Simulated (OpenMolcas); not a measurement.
Ru4+ among 2 point charges of -1.5 e arranged as a linear pair (D∞h).

| Item | Value |
| --- | --- |
| Program | OpenMolcas 26.06 |
| Method | SS-CASPT2, IPEA 0.25 Eh, imaginary shift 0.1 Eh (closed shells correlated: 4s 4p) |
| Basis | ANO-RCC-VDZP [6s5p3d1f] |
| Scalar Hamiltonian | DKH2, point nucleus |
| Active space | 4 electrons in 5 orbitals (4d) |
| State averaging | 2S+1 = 5 even, 5 roots; 2S+1 = 3 even, 45 roots; 2S+1 = 1 even, 50 roots |
| Spin-orbit coupling | RASSI with atomic mean-field integrals over the reference wave functions |

All point charges move together. At R = 1.93 Å the first state of the same spin is 6120 cm-1, and at R = 2.18 Å it is 4070 cm-1.

Problem. A third run gives 4770 cm-1. What distance was it run at?

Solution. With a power law R^-n the two known points give n = -ln(4070 / 6120) / ln(2.18 / 1.93) = 3.35. Then R = 1.93 × (6120 / 4770)^(1/3.35) = 2.079 Å. The run was at 2.08 Å, so the estimate is off by -0.001 Å.

Roots that are degenerate in the reference are averaged as groups; the widest CASPT2 spread within a group is 51 cm-1 (the 2-fold group of multiplicity 1 near 67000 cm-1 above the lowest state of its run, R = 1.93). Shifts and gaps below about the spread of the groups concerned are not significant. Point charges give a weaker field than real ligands, and real ions of this kind are as a rule low spin; the high spin found here belongs to the model. Free-ion shares, where given, are those of the reference states; single-state CASPT2 does not remix them. Point charges carry no covalency, so the field is a model and not that of real ligands. No measured value stands beside these numbers.
